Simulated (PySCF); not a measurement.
A geometry optimisation on `[Te]=[PH]1CC1`.

Method: PBE0-D3(BJ)/def2-SVP geometry optimisation, gas phase, def2 core potentials past Kr (PySCF 2.14.0). Start geometry: GFN2-xTB. A driver script takes a list of jobs; this job's settings line and coordinates (Å) are shown.

Input:
```
{"job": {"xc": "PBE0", "basis": "def2-SVP", "d3": "d3bj", "grid": 1, "maxiter": 30, "shake": 0.01, "kind": "geom"}, "charge": 0, "multiplicity": 1}
Te     2.872980    -0.099710    -1.108740
P      1.009270    -0.009570     0.286790
C     -0.626470    -0.758950    -0.068710
C     -0.550310     0.773060    -0.111470
H      0.994910     0.028350     1.670210
H     -1.179900    -1.216600     0.731170
H     -0.684010    -1.270600    -1.010560
H     -1.122900     1.308670     0.648220
H     -0.655760     1.228200    -1.070640
```

Output:
```
step   0  E = -688.18965147  max force = 0.021041
step   1  E = -688.19274213  max force = 0.006618
step   2  E = -688.19307049  max force = 0.002659
step   3  E = -688.19312187  max force = 0.001091
step   4  E = -688.19313083  max force = 0.000528
step   5  E = -688.19312724  max force = 0.001352
step   6  E = -688.19313018  max force = 0.001830
step   7  E = -688.19313748  max force = 0.001394
step   8  E = -688.19314448  max force = 0.000760
step   9  E = -688.19314938  max force = 0.000292
optimisation converged
```

Energies in Eh; «max force» is the largest Cartesian gradient component in Eh/bohr.

Problem. How much energy does the optimisation release, in kJ/mol?

Solution. E(step 0) − E(last step) = 0.003498 Eh, which is 9.2 kJ/mol.

Summary of the converged run: final energy -688.19315 Eh after 9 steps; dipole 4.33 D.

Problem. How long does this job take on Arm Neoverse N1, one thread, on a shared host? And the peak memory of the process?

Solution. About 64 s, with 0.41 GiB resident at the peak, the Python interpreter and its libraries included.
Labels such as C1 count atoms from 1, the log's own numbers from 0.
